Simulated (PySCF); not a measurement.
[FeCl4]-: Fe(III) (d5), charge -1. The structure is a PBE0-D3(BJ)/def2-TZVP geometry optimised for multiplicity 6; coordination tetrahedral, point group Td, metal–donor distances 2.21 Å.

Method (PySCF 2.14, density fitting): CASSCF(5,5) with orbitals averaged over all microstates of the shell, strongly contracted NEVPT2 on the averaged canonical orbitals; basis x2c-TZVPall on the metal, x2c-SVPall elsewhere; spin-free X2C; IEF-PCM dichloromethane; spin-orbit coupling by state interaction with the mean-field operator over all roots.

CASSCF energies above the lowest CASSCF root:

| state | CASSCF / cm⁻¹ |
| --- | --- |
| 6A1 | 0 |
| 4T1 | 28233 |
| 4T2 | 29891 |
| 4A1 | 31028 |
| 4E | 31046 |
| 4T2 | 37008 |
| 4T1 | 38505 |
| 4E | 39004 |
| 2T2 | 39992 |
| 2A2 | 41271 |
| 2T1 | 42209 |
| 2T2 | 42558 |
| 2E | 43072 |
| 2A1 | 44205 |
| 2T2 | 47047 |
| 2E | 48201 |
| 2T1 | 50118 |
| 4T1 | 51199 |
| 2T2 | 52090 |
| 2T1 | 53658 |
| 4A2 | 53798 |
| 2A1 | 55142 |

Problem. How does dynamic correlation (SC-NEVPT2) move these states?

Solution. 
```tsv
state	NEVPT2 / cm⁻¹	shift / cm⁻¹
6A1	0	0
4T1	22582	-5651
4T2	26551	-3340
4A1	28637	-2391
4E	28407	-2639
4T2	31111	-5897
4T1	36334	-2171
4E	34399	-4605
2T2	31322	-8670
2A2	35609	-5661
2T1	37022	-5187
2T2	37970	-4588
2E	39134	-3938
2A1	41567	-2638
2T2	41205	-5842
2E	41197	-7004
2T1	43259	-6859
4T1	44590	-6609
2T2	46274	-5816
2T1	48162	-5497
4A2	47076	-6722
2A1	48299	-6843
```

No frequencies were computed for the optimised geometry. Charge-transfer states lie outside this active space and may come lower than some of these levels. NEVPT2 on the d shell alone tends to put d–d bands too high for such charged or covalently bound ions. Gaps between spin states lean to high spin in this active space.
